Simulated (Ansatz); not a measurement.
Consider the ligand exchange at a Ge–F bond: `C[NH][GeH]([F])[F]` + CH₃OH → `C[NH][GeH]([F])[O]C` + H–F.

Isolated molecules relaxed with PBE0-D4/def2-TZVP in Ansatz; ΔE leaves out vibrations. CBS: MP2 limit from def2 TZ/QZ plus the TZ coupled-cluster correction, frozen cores. This one scheme is used for every species. Functionals use def2-TZVPP. For Ge outer-core shells are correlated without core-valence functions, which leaves a few kJ/mol of doubt a bond. Scalar relativity is left out up to krypton. Each species was taken in one conformer, which may not be the lowest.

`C[NH][GeH]([F])[F]`:

```xyz
10

C     0.270   -1.388   -0.154
N    -0.456   -0.311    0.498
Ge   -0.131    1.411    0.132
F     1.566    1.643    0.328
F    -0.352    1.806   -1.541
H    -0.129   -1.651   -1.140
H     0.258   -2.281    0.475
H     1.314   -1.096   -0.281
H    -1.416   -0.536    0.712
H    -0.925    2.403    0.971
```

CH₃OH:

Z-matrix (Å, degrees):
```
C
O 1 1.409
H 1 1.097 2 112.4
H 1 1.090 2 107.0 3 -118.5
H 1 1.097 2 112.4 3 123.0
H 2 0.959 1 108.5 3 -61.6
```

`C[NH][GeH]([F])[O]C`:

Cartesian coordinates in Å:
```
C 2.179 1.101 -1.089
N 1.401 0.064 -0.442
Ge -0.362 0.229 -0.154
F -0.761 1.424 1.060
O -0.857 -1.308 0.537
C -2.127 -1.432 1.143
H 3.068 0.672 -1.558
H 2.500 1.902 -0.412
H 1.590 1.562 -1.887
H 1.902 -0.440 0.274
H -1.131 0.676 -1.400
H -2.198 -2.439 1.558
H -2.265 -0.708 1.952
H -2.940 -1.304 0.417
```

H–F:

```xyz
2

F    -0.387   -0.186    0.164
H     0.387    0.186   -0.164
```

```
             level  ΔE (kcal/mol)
            PBE-D4            7.4
               PBE            8.6
              PBE0            8.3
     HF/def2-TZVPP           10.1
SCS-MP2/def2-TZVPP            6.6
CCSD(T)/def2-TZVPP            6.2
SCS-MP2/def2-QZVPP            6.6
    CCSD/CBS(def2)            6.4
```

Task: What does CCSD(T)/CBS give? (Estimate.)

Result: The calculation gave: +5.9 kcal/mol. The listed levels differ from it by 1.5, 2.7, 2.4, 4.2, 0.7, 0.3, 0.7, 0.5 kcal/mol.

Largest T1 diagnostic among the species: 0.012.

In def2-TZVPP, CCSD(T) changes the Hartree–Fock value by −3.9 kcal/mol (the triples alone add −0.5 kcal/mol) and MP2 by −4.6 kcal/mol. The D4 term adds −1.8 kcal/mol with B3LYP and −1.0 kcal/mol with PBE0; it sums over pairs of atoms, weighted by their polarisabilities, and B3LYP, whose exchange is more repulsive, gets the larger term.

B3LYP here is the variant with VWN-RPA as its local correlation; programs differ in this.
